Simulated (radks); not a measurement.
Values are calculated unless marked as measured or tabulated.
The tellurium anion Te2-, [Xe], held by a Watson sphere: a shell of charge +2 at radius R that stands for the Madelung well of a crystal (potential energy -2/R inside, -2/r outside, in hartree with lengths in bohr). Level of theory: scalar-relativistic Kohn-Sham, LDA (Slater exchange, Perdew-Wang correlation), spin-polarised, spherical densities, finite nucleus; Fermi nuclear charge, rms radius of each element as measured or else 0.836 A^(1/3) + 0.57 fm (a radial shooting solver on a logarithmic mesh with Libxc functionals). Response by self-consistent Sternheimer equations with the Hartree and adiabatic LDA kernel, the relativistic mass of each level held fixed and spin-orbit coupling left out. The sphere does not respond.

| R (bohr) | e(4d) (eV) | e(5s) (eV) | e(5p) (eV) | <r> 5p (bohr) | sum of <r^2> (bohr^2) | X-ray form factor at sin(theta)/lambda = 0.3 1/angstrom | alpha (bohr^3) |
|---|---|---|---|---|---|---|---|
| 2.73 | -40.513 | -15.860 | -7.094 | 2.686 | 79.36 | 35.933 | 47.61 |
| 2.79 | -40.415 | -15.728 | -7.009 | 2.701 | 80.01 | 35.939 | 48.94 |
| 2.98 | -40.137 | -15.325 | -6.733 | 2.749 | 82.07 | 35.959 | 53.46 |
| 3.44 | -39.588 | -14.457 | -6.055 | 2.859 | 86.92 | 36.002 | 66.40 |
| 3.58 | -39.439 | -14.220 | -5.853 | 2.891 | 88.35 | 36.012 | 70.92 |
| 4.1 | -38.924 | -13.438 | -5.135 | 2.997 | 93.46 | 36.037 | 90.16 |
| 4.4 | -38.647 | -13.047 | -4.752 | 3.053 | 96.26 | 36.045 | 103.2 |
| 5.3 | -37.897 | -12.080 | -3.754 | 3.195 | 104.2 | 36.056 | 152.1 |
| 5.72 | -37.588 | -11.712 | -3.361 | 3.252 | 107.7 | 36.058 | 181.2 |
